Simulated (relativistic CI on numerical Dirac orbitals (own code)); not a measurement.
In II: from the plainest model towards the measured levels

Calculated with a relativistic CI code on KLI orbitals (one set per configuration, finite nucleus), adding one ingredient at a time: step 1, Dirac-Coulomb, each configuration alone; step 2, with Breit and QED terms; step 3, with configuration mixing; step 4, with scaled Slater integrals (0.85); step 5, with a P86 correlation estimate; step 6, tied to the ionisation limit. P86 is a density functional for the correlation energy, evaluated here for each configuration and added to its levels. Step 6 is semi-empirical: configurations made of the next ion and one excited electron move by 5149 cm⁻¹, so that their limit matches the tabulated ionisation energy, and those with a non-penetrating f or g electron also take the P86 value of the least penetrating other one.

Configuration list (outside the closed core [Kr] 4d10): 5s2, 5s 5p, 5s 6s, 5p2, 5s 5d, 5s 6p, 5d2, 5s 7s, 5s 4f, 5s 6d, 5p 5d, 5s 7p, 5s 5f, 5s 7d, 5s 6f, 5s 7f.

Computed minus measured energy above the ground level, in cm⁻¹, for 8 of the 16 excited levels that pair in every step (one J of a term; a digit in brackets numbers repeated terms):

| Configuration | Term | J | Measured | Step 1 | Step 2 | Step 3 | Step 4 | Step 5 | Step 6 |
| --- | --- | --- | --- | --- | --- | --- | --- | --- | --- |
| 5s 5p | 3P° | 0 | 42276 | -10795 | -10883 | -5811 | -5926 | -4654 | 476 |
| 5s 5p | 1P° | 1 | 63038 | -217 | -342 | 552 | -3106 | -1685 | 3344 |
| 5s 6s | 3S | 1 | 93923 | -12565 | -12710 | -7107 | -8350 | -4644 | 494 |
| 5s 6s | 1S | 0 | 97030 | -11191 | -11336 | -6042 | -7903 | -4197 | 1042 |
| 5p2 | 3P | 0 | 101608 | -11186 | -11400 | -6146 | -6894 | -4590 | -4699 |
| 5s 5d | 3D | 1 | 102088 | -12575 | -12754 | -7142 | -8440 | -4758 | 398 |
| 5s 6p | 3P° | 0 | 107662 | -13377 | -13534 | -8052 | -9314 | -5010 | 122 |
| 5s 6p | 1P° | 1 | 109780 | -11994 | -12158 | -5547 | -7347 | -3092 | 2051 |

Mean absolute errors in cm⁻¹, over all paired levels and for the configurations:

| Configuration, levels | Step 1 | Step 2 | Step 3 | Step 4 | Step 5 | Step 6 |
| --- | --- | --- | --- | --- | --- | --- |
| all, 16 | 11305 | 11472 | 6379 | 7489 | 4501 | 1512 |
| 5s 5p, 4 | 8152 | 8267 | 4547 | 5309 | 4000 | 1105 |
| 5s 6s, 2 | 11878 | 12023 | 6574 | 8127 | 4420 | 768 |
| 5p2, 3 | 11507 | 11749 | 6508 | 7215 | 4901 | 4901 |
| 5s 5d, 3 | 12593 | 12774 | 7160 | 8463 | 4779 | 375 |
| 5s 6p, 4 | 13053 | 13215 | 7432 | 8826 | 4535 | 601 |

Measured levels: NIST Handbook of Basic Atomic Spectroscopic Data (Sansonetti and Martin, J. Phys. Chem. Ref. Data 34, 1559 (2005)).

**Question.** What does each ingredient do to the ground and the excited configurations, and where is the model closest to experiment?

**Answer.** Mixing lowers the ground level by 5628, with 5p2 as its largest admixture; relative to it the configurations that move most are 5s 6p by +5783, 5s 5d by +5614, 5s 6s by +5449. Configurations whose own partners of that kind are not in the list rise by much of that lowering, so a short list can trade one imbalance for another. The P86 estimate moves 5s 6p by +4292, 5s 6s by +3706, 5s 5d by +3685, and takes the mean absolute error of the excited configurations from 7489 to 4501. Step 6 takes that error from 4501 to 1512; the error more than halves for 5s 5p, 5s 6s, 5s 5d, 5s 6p. The mean absolute error is lowest at step 6 (1512 cm⁻¹), and the largest single drop is from step 2 to 3 (11472 to 6379).
